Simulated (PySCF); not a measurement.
C8H12Cl2.
Cartesian coordinates in Å at the GFN2-xTB level; atoms count from 1:
```
atom  x, y, z in Å
C1     3.400    0.816   -1.307
C2     2.883   -0.062   -0.469
C3     1.463   -0.529   -0.503
C4     0.770   -0.306    0.854
C5    -0.633   -0.822    0.809
C6    -1.728   -0.174    0.419
C7    -3.071   -0.834    0.359
C8    -1.690    1.250   -0.029
Cl9   -2.030    1.347   -1.785
Cl10  -2.886    2.250    0.842
H11    2.812    1.261   -2.093
H12    4.430    1.123   -1.251
H13    3.493   -0.497    0.313
H14    1.441   -1.598   -0.732
H15    0.912   -0.005   -1.286
H16    0.801    0.757    1.100
H17    1.325   -0.842    1.626
H18   -0.741   -1.864    1.079
H19   -3.781   -0.306    0.993
H20   -3.007   -1.867    0.685
H21   -3.451   -0.808   -0.662
H22   -0.721    1.726    0.120
```

Computed at PBE0/pcSseg-1 (PySCF, non-relativistic), with Q(35Cl) = −0.0817 b: Cl9, 35Cl (I = 3/2): χzz = -77.83 MHz, η = 0.035.

Where would the pure quadrupole (NQR) lines of 35Cl at Cl9 fall for the rigid, isolated species?

From ν = (|χ|/2)√(1 + η²/3): ν = 38.92 MHz (alkyl chlorine). For 37Cl the ratio of quadrupole moments, 0.7881, gives 30.67 MHz.

Apply the simplest Townes–Dailey estimate (no s hybridisation, no π bonding), ionic character = 1 − χzz/χ0, where χ0 is the coupling for one missing p electron along the bond: −109.74 MHz for 35Cl.

Cl9 on C8: 1 − (-77.83)/(-109.74) = 0.29. In this model a purely covalent bond gives χ0 and a free halide ion gives zero; s hybridisation or π bonding, where present, is counted here as ionic character.

In a crystal, neighbours and librations shift these lines. GFN2-xTB bond lengths can be off by several hundredths of an ångström, more for odd bonds, and the gradients follow them. These gradients aren't converged with respect to the basis.

The run behind these numbers computed NMR shieldings as well. The run took 89 s on an Intel Xeon with one thread, shared host, and the process peaked at 1.1 GiB of memory.

One conformer stands for the species.
